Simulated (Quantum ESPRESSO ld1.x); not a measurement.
Results of a calculation; reference values are marked as such.
Ag XL, 8 electrons, occupied as [He] 2s2 2p4. Code: ld1.x of Quantum ESPRESSO 7.5. Model: scalar-relativistic Kohn-Sham, LDA (Slater exchange, Perdew-Zunger correlation), spin-unpolarised, spherical densities, point nucleus. Some entries of the table are withheld. Estimate them.

| orbital | occ. | eigenvalue (hartree) | <r> (bohr) |
|---|---|---|---|
| 1s | 2 | (1) | (2) |
| 2s | 2 | (3) | (4) |
| 2p | 4 | (5) | (6) |

Answer. 
(1) 1s eigenvalue (hartree): -1034.05
(2) 1s <r> (bohr): 0.03108
(3) 2s eigenvalue (hartree): -229.486
(4) 2s <r> (bohr): 0.1304
(5) 2p eigenvalue (hartree): -217.633
(6) 2p <r> (bohr): 0.1128
